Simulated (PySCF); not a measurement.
Variants of one PySCF input: KS

Base input, run as `OMP_NUM_THREADS=1 python input.py` with PySCF 2.14:

```python
from pyscf import gto, scf, cc

mol = gto.M(
    atom='K 0 0 0; S 0 0 2.453',
    basis='x2c-svpall',
    charge=0,
    spin=1,
    symmetry=True,
    verbose=3,
)
mf = scf.ROHF(mol)
mf = mf.sfx2c1e()
mf.kernel()
mycc = cc.CCSD(mf, frozen=10)
mycc.kernel()
e = mycc.eeccsd(nroots=4)[0]
print('roots (eV) =', (e*27.211386).round(3))
mf.dip_moment()
print('orbital energies (hartree):', mf.mo_energy[..., max(0, mol.nelec[1]-3):mol.nelec[0]+3].round(4))
```

Base result: E(SCF) = -999.825446 Eh, E(CCSD) − E(SCF) = -0.17488 Eh, μz(SCF) = -8.91 D, excitation roots 0.000, 0.130, 0.130, 0.130 eV. The bond length is a typed value, not an optimised one. No search for the lowest solution was made.

Run time: 3.7 s on 1 thread of Intel Xeon Platinum 8488C (shared host), peak memory 0.17 GiB.

Each row names what differs from the base; energies in brackets are changes from the base.

| change | result | wall time (s) |
| --- | --- | --- |
| PCM solvent, dielectric constant: none → 4.71; step after the SCF: eomee → analyze | E(SCF) = -999.845923 Eh (-0.5572 eV), μz(SCF) = -9.69 D | 1.9 |
| number of roots: 4 → 10 | E(SCF) = -999.825446 Eh (+0.0000 eV), E(CCSD) − E(SCF) = -0.17488 Eh, μz(SCF) = -8.91 D, excitation roots 0.000, 0.130, 0.130, 0.130, 0.130, 2.823, 2.823, 2.934, 2.934, 3.337 eV | 6.6 |
| spin (2S): 1 → 5 [a high spin state] | E(SCF) = -999.459716 Eh (+9.9520 eV), E(CCSD) − E(SCF) = -0.15134 Eh, μz(SCF) = 11.14 D, excitation roots -7.960, -7.960, -7.807, -5.982 eV | 4.3 |
| density fitting: none → auto | E(SCF) = -999.825426 Eh (+0.0005 eV), E(CCSD) − E(SCF) = -0.17488 Eh, μz(SCF) = -8.91 D, excitation roots 0.000, 0.129, 0.129, 0.130 eV | 12 |
| geometry: bond 2.453 → bond 0.5 [unsound on purpose] | E(SCF) = -968.042372 Eh, E(CCSD) − E(SCF) = -0.17733 Eh, μz(SCF) = 0.62 D, excitation roots -0.013, -0.013, -0.011, 0.000 eV | 3.7 |
| level shift (hartree): none → -0.2 [unsound on purpose] [may be another electronic state] | not converged: SCF | 5.2 |
| step after the SCF: eomee → gradient | E(SCF) = -999.825446 Eh (+0.0000 eV), μz(SCF) = -8.91 D, gradient on the second atom -0.0445 Eh/bohr | 1.6 |
| step after the SCF: eomee → ccsd(t) | E(SCF) = -999.825446 Eh (+0.0000 eV), E(CCSD) − E(SCF) = -0.17488 Eh, (T) = -0.00274 Eh, μz(SCF) = -8.91 D | 2.1 |
| initial guess: minao → 1e | not converged: SCF | 4.4 |
| basis set: x2c-svpall → jorge-dzp-dkh | E(SCF) = -1000.042814 Eh (-5.9149 eV), E(CCSD) − E(SCF) = -0.16880 Eh, μz(SCF) = -9.96 D, excitation roots 0.000, 0.159, 0.161, 0.161 eV | 9.3 |
| charge: 0 → 1; spin (2S): 1 → 2 | not converged: SCF | 3.6 |
| basis set: x2c-svpall → lanl2dz; core potential: off → on; spin-free X2C: on → off; frozen orbitals: 10 → 0 | E(SCF) = -37.739469 Eh, E(CCSD) − E(SCF) = -0.03125 Eh, μz(SCF) = -10.59 D, excitation roots 0.000, 0.185, 0.195, 0.195 eV | 2.2 |
| electric field along z (a.u.): none → 0.01; point-group symmetry: on → off | E(SCF) = -999.792014 Eh (+0.9097 eV), E(CCSD) − E(SCF) = -0.17650 Eh, μz(SCF) = -8.06 D, excitation roots 0.000, 0.082, 0.104, 0.104 eV | 5.6 |
| geometry: bond 2.453 → bond 2.747 | not converged: SCF | 4.2 |
| cycle limit: 50 → 1 [unsound on purpose] | not converged: SCF | 4.1 |
| PCM solvent, dielectric constant: none → 78.36; step after the SCF: eomee → analyze | E(SCF) = -999.851633 Eh (-0.7126 eV), μz(SCF) = -9.90 D | 1.9 |
| geometry: bond 2.453 → bond 1.962 | E(SCF) = -999.691915 Eh (+3.6336 eV), E(CCSD) − E(SCF) = -0.18355 Eh, μz(SCF) = -7.07 D, excitation roots 0.000, 1.724, 1.736, 1.736 eV | 4.1 |
| number of roots: 4 → 15 | E(SCF) = -999.825446 Eh (+0.0000 eV), E(CCSD) − E(SCF) = -0.17488 Eh, μz(SCF) = -8.91 D, excitation roots 0.000, 0.130, 0.130, 0.130, 0.130, 2.823, 2.823, 2.934, 2.934, 3.337, 3.337, 3.373, 3.373, 4.750, 4.750 eV | 12 |
| DIIS space: default → 4 | E(SCF) = -999.825446 Eh (+0.0000 eV), E(CCSD) − E(SCF) = -0.17488 Eh, μz(SCF) = -8.91 D, excitation roots 0.000, 0.130, 0.130, 0.130 eV | 3.7 |
| smearing width (hartree): none → 0.01; step after the SCF: eomee → none [unsound on purpose] [smearing does not keep the typed spin] | E(SCF) = -999.715669 Eh (+2.9872 eV), μz(SCF) = -8.12 D | 0.97 |

Problem. Order these changes by how far they move the SCF energy from the base, largest first: (1) PCM solvent, dielectric constant: none → 4.71; step after the SCF: eomee → analyze; (2) PCM solvent, dielectric constant: none → 78.36; step after the SCF: eomee → analyze; (3) electric field along z (a.u.): none → 0.01; point-group symmetry: on → off; (4) geometry: bond 2.453 → bond 1.962.

Solution. (4) +3.6336 eV, (3) +0.9097 eV, (2) -0.7126 eV, (1) -0.5572 eV.
